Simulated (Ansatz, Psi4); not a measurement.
Ansatz (an electronic-structure program) was given this input:
Ansatz 0.2 input:
```yaml
crystal:
  periodic: [false, false, false]
  atoms:
    - {symbol: C, position_ang: [-0.02557261, 1.38862209, -0.50499350]}
    - {symbol: C, position_ang: [0.01526795, 0.07071956, 0.22469961]}
    - {symbol: C, position_ang: [1.28207745, -0.73132676, 0.07336405]}
    - {symbol: C, position_ang: [-1.26937656, -0.71691577, 0.24219544]}
    - {symbol: H, position_ang: [0.92551512, 1.91475197, -0.46068157]}
    - {symbol: H, position_ang: [-0.25414877, 1.21425736, -1.56356943]}
    - {symbol: H, position_ang: [-0.82339845, 2.04065928, -0.14720332]}
    - {symbol: H, position_ang: [0.08808108, 0.40798231, 1.29629570]}
    - {symbol: H, position_ang: [2.17265505, -0.16198193, 0.34245581]}
    - {symbol: H, position_ang: [1.42301209, -0.99793395, -0.98128811]}
    - {symbol: H, position_ang: [1.25410324, -1.65850933, 0.64160166]}
    - {symbol: H, position_ang: [-1.26815547, -1.50302543, 0.99831877]}
    - {symbol: H, position_ang: [-2.14178608, -0.08100747, 0.37586039]}
    - {symbol: H, position_ang: [-1.39025524, -1.24178752, -0.71338352]}
basis:
  gaussian:
    orbitals: STO-3G
total_charge: 1
magnetization: {spin_polarized: true, initial_magnetization: 1}
correlation: {method: ccsd_t, electrons: outside_noble_gas}
accuracy: high
```

Convert this to an input for Psi4.

This is not unique; one that fits is 
```
memory 2 GB

molecule mol {
1 2
C    -0.025573    1.388622   -0.504993
C     0.015268    0.070720    0.224700
C     1.282077   -0.731327    0.073364
C    -1.269377   -0.716916    0.242195
H     0.925515    1.914752   -0.460682
H    -0.254149    1.214257   -1.563569
H    -0.823398    2.040659   -0.147203
H     0.088081    0.407982    1.296296
H     2.172655   -0.161982    0.342456
H     1.423012   -0.997934   -0.981288
H     1.254103   -1.658509    0.641602
H    -1.268155   -1.503025    0.998319
H    -2.141786   -0.081007    0.375860
H    -1.390255   -1.241788   -0.713384
}

set {
  basis sto-3g
  reference uhf
  freeze_core true
  mp2_type conv
  scf_type pk
  puream true
  d_convergence 1e-8
}

energy('ccsd(t)')
print_variables()
```

Both were run: Ansatz gave -155.376433 Eh and Psi4 -155.376433 Eh, 0.000 mEh apart.
